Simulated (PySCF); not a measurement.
# Circular dichroism: `OC[C@@H]1C[C@@H](Cl)[C@H]1Br`, C5H8BrClO

Molfile (atoms numbered from 1):
```
C5H8BrClO
     RDKit          3D

 16 16  0  0  0  0  0  0  0  0999 V2000
    1.4973    1.2770   -0.1255 O   0  0  0  0  0  0  0  0  0  0  0  0
    1.6252   -0.1259   -0.2096 C   0  0  0  0  0  0  0  0  0  0  0  0
    0.2474   -0.7640   -0.0786 C   0  0  2  0  0  0  0  0  0  0  0  0
   -0.8169   -0.1873   -1.0322 C   0  0  0  0  0  0  0  0  0  0  0  0
   -1.3843    0.6237    0.1357 C   0  0  1  0  0  0  0  0  0  0  0  0
   -3.1438    0.6250    0.3279 Cl  0  0  0  0  0  0  0  0  0  0  0  0
   -0.5534   -0.2161    1.1151 C   0  0  1  0  0  0  0  0  0  0  0  0
   -1.5363   -1.5920    2.0607 Br  0  0  0  0  0  0  0  0  0  0  0  0
    2.3608    1.6799   -0.2610 H   0  0  0  0  0  0  0  0  0  0  0  0
    2.2752   -0.5014    0.5946 H   0  0  0  0  0  0  0  0  0  0  0  0
    2.0637   -0.4192   -1.1737 H   0  0  0  0  0  0  0  0  0  0  0  0
    0.3576   -1.8484   -0.1061 H   0  0  0  0  0  0  0  0  0  0  0  0
   -0.4442    0.3993   -1.8673 H   0  0  0  0  0  0  0  0  0  0  0  0
   -1.5100   -0.9454   -1.3896 H   0  0  0  0  0  0  0  0  0  0  0  0
   -1.0504    1.6615    0.1336 H   0  0  0  0  0  0  0  0  0  0  0  0
    0.0045    0.3424    1.8646 H   0  0  0  0  0  0  0  0  0  0  0  0
  1  2  1  0
  2  3  1  0
  3  4  1  0
  4  5  1  0
  5  6  1  0
  5  7  1  0
  7  8  1  0
  7  3  1  0
  1  9  1  0
  2 10  1  0
  2 11  1  0
  3 12  1  1
  4 13  1  0
  4 14  1  0
  5 15  1  6
  7 16  1  1
M  END
```

Computed, not measured: PySCF 2.14.0, TDDFT CAM-B3LYP/def2-SVPD circular dichroism and optical rotation, one conformer, gas phase. Geometry: GFN2-xTB.

The molecule is flexible and this is one conformer; a measurement averages over conformers. The calculation is non-relativistic, which matters for the atoms heavier than Zn.

**Question.** Assign R or S to each stereocentre.

**Answer.** C3 S, C5 R, C7 S.

**Question.** Which excitations and rotatory strengths does the calculation give?

**Answer.** Rotatory strengths R in 10⁻⁴⁰ esu² cm², velocity form and length form (origin at the centre of mass); f in length form.
```tsv
state	E (eV)	λ (nm)	f	R (velocity)	R (length)	main
1	5.91	210	0.0007	-1.5	-1.4	HOMO→LUMO 0.70, HOMO→LUMO+1 0.16
2	5.95	208	0.001	+0.8	+1.1	HOMO−1→LUMO 0.71, HOMO−1→LUMO+1 0.16
3	6.89	180	0.002	+4.9	+4.6	HOMO−3→LUMO 0.56, HOMO−3→LUMO+1 0.16
4	6.95	178	0.002	-0.2	-0.2	HOMO−2→LUMO 0.57, HOMO−4→LUMO+1 0.09
5	7.03	176	0.002	-4.2	-4.2	HOMO−4→LUMO 0.35, HOMO−4→LUMO+1 0.27
6	7.58	163	0.017	+15.8	+16.0	HOMO→LUMO+1 0.35, HOMO→LUMO+3 0.27
7	7.63	163	0.072	+18.6	+19.3	HOMO−1→LUMO+1 0.33, HOMO−1→LUMO+3 0.26
8	7.84	158	0.016	+3.1	+3.1	HOMO→LUMO+2 0.42, HOMO−4→LUMO 0.08
9	7.96	156	0.006	-4.6	-4.6	HOMO−1→LUMO+2 0.39, HOMO−1→LUMO+3 0.12
10	8.03	154	0.028	-10.4	-10.5	HOMO−4→LUMO 0.16, HOMO→LUMO+2 0.14
11	8.14	152	0.035	-35.3	-36.7	HOMO→LUMO+3 0.20, HOMO−5→LUMO 0.13
12	8.16	152	0.012	-34.4	-33.2	HOMO→LUMO+5 0.15
13	8.23	151	0.028	+11.4	+12.2	HOMO−3→LUMO+1 0.24, HOMO−3→LUMO+4 0.12
14	8.26	150	0.019	+2.4	+2.1	HOMO−1→LUMO+5 0.18, HOMO−1→LUMO+3 0.09
15	8.30	149	0.010	+28.8	+28.3	HOMO→LUMO+5 0.11, HOMO−1→LUMO+1 0.11
16	8.37	148	0.013	-18.7	-18.5	HOMO−2→LUMO+4 0.13, HOMO→LUMO+6 0.12
```

Among the states computed, the strongest CD band (largest |R|) is state 11. The largest dissymmetry factor in size, g = 4R/(D+G), with D and G the electric and magnetic dipole strengths, is +0.034 for state 15 (velocity form, f = 0.011), among bands with |R| over 0.5. The mirror image has the same energies and oscillator strengths and all R with the opposite sign.
